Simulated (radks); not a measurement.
The mean radii <r> (bohr) of the occupied orbitals of an atom or ion are listed with their occupations. Calculated with a radial shooting solver on a logarithmic mesh with Libxc functionals: scalar-relativistic Kohn-Sham, PBE, spin-unpolarised, spherical densities, finite nucleus; Fermi nuclear charge, rms radius of each element as measured or else 0.836 A^(1/3) + 0.57 fm.

orbital  occ.      <r>
1s          2  0.02842
2s          2   0.1226
2p          6   0.1071
3s          2   0.3305
3p          6   0.3288
3d         10   0.3054
4s          2   0.7908
4p          6   0.8522
4d         10    1.028
5s          2    2.167
5p          2    2.718
5d          1    7.987

Name the element and its charge.

Answer. Z = 51, antimony, charge 0: Sb in [Kr] 4d10 5s2 5p2 5d1. The 1s radius gives Z: for a bare nucleus <r> = (2 gamma + 1)/(2Z) with gamma = sqrt(1 - (Z/c)^2), 0.028 bohr for Z = 51, and screening makes it slightly larger (0.02842 here). The occupations add up to 51, and the charge is Z minus that.
